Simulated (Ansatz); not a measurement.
Reaction (redistribution): `C[Si@H](O)[Si@H](O)F` + `O[SiH](O)O[SiH](O)Cl` → `O[Si@H](Cl)[Si@@H](O)F` + `C[SiH](O)O[SiH](O)O`

Isolated molecules relaxed with PBE0-D4/def2-TZVP in Ansatz; ΔE leaves out vibrations. CBS: MP2 limit from def2 TZ/QZ plus the TZ coupled-cluster correction, frozen cores. Functionals use def2-TZVPP. B3LYP here is the variant with VWN-RPA as its local correlation; programs differ in this. Each species was taken in one conformer, which may not be the lowest.

```csv
level,ΔE (kJ/mol)
PBE0-D4,-1.9
B3LYP-D4,-1.7
ωB97M-V,-2.3
PBE,-3.1
B3LYP,-1.9
SCS-MP2/def2-TZVPP,-1.7
HF/def2-QZVPP,0.7
CCSD/CBS(def2),-1.6
```

(1) What does CCSD(T)/CBS give? (Best estimate.)

Largest T1 diagnostic among the species: 0.012.

Answers

(1) Ansatz gave: -2.2 kJ/mol. The listed levels differ from it by 0.3, 0.5, -0.1, -0.9, 0.3, 0.5, 2.9, 0.6 kJ/mol.
